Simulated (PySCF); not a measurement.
Values are calculated unless marked as measured or tabulated.
**BH4O4(-)**

BH4O4(-) is a small molecule, charge -1, singlet. The structure, one conformer, was relaxed in the gas phase by PBE0-D3(BJ)/def2-SVP. No frequency run checks that it is a minimum.

SMILES: O[B-](O)(O)O

```
atom   x (Å)   y (Å)   z (Å)
  O1   0.019   0.726   1.283
  B2   0.007  -0.003  -0.002
  O3   1.385   0.033  -0.530
  O4  -1.002   0.654  -0.857
  O5  -0.378  -1.426   0.098
  H6   0.884   0.523   1.648
  H7   1.409  -0.714  -1.135
  H8  -0.945   1.578  -0.599
  H9  -1.338  -1.396   0.087
```

Shieldings: GIAO PBE0/aug-pcSseg-2.  Core levels by delta-SCF with SCAN, aug-pcX-2 on the ionised atom and aug-pcseg-1 elsewhere, spin-free X2C; from the vacuum level, for chosen atoms.

Task: Give the shieldings and core levels atom by atom.

Result: 
```json
{"atoms": "O1 O3 O4 O5", "bonded to": "1 B + 1 H", "σ (ppm)": "260.7", "δ (ppm)": "-", "core level (eV)": "1s 532.24"}
{"atoms": "B2", "bonded to": "4 O", "σ (ppm)": "97.3", "δ (ppm)": "-", "core level (eV)": "1s 191.70"}
{"atoms": "H6 H7 H8 H9", "bonded to": "1 O", "σ (ppm)": "31.89", "δ (ppm)": "-", "core level (eV)": "-"}
```

Values are those of this one static structure; atoms that internal rotation interchanges would show their mean in an NMR spectrum.

Task: By CAM-B3LYP/def2-SVPD (TDDFT singlets, Tamm-Dancoff triplets, ionisation by delta-SCF), where does absorption start, and what does vertical ionisation take?

Result: The lowest singlet lies at 5.67 eV (f 0.014), the strongest of the first 6 at 6.27 eV (f 0.128), the lowest triplet at 5.54 eV; vertical ionisation takes 4.88 eV.

Excited states of gas-phase anions may lie above the detachment limit and hang on the basis.

The 3 runs behind this took 2.5 min in all, one thread each of Arm Neoverse V1 on a shared host, launched as `OMP_NUM_THREADS=1 python cluster_run.py task.json out`.
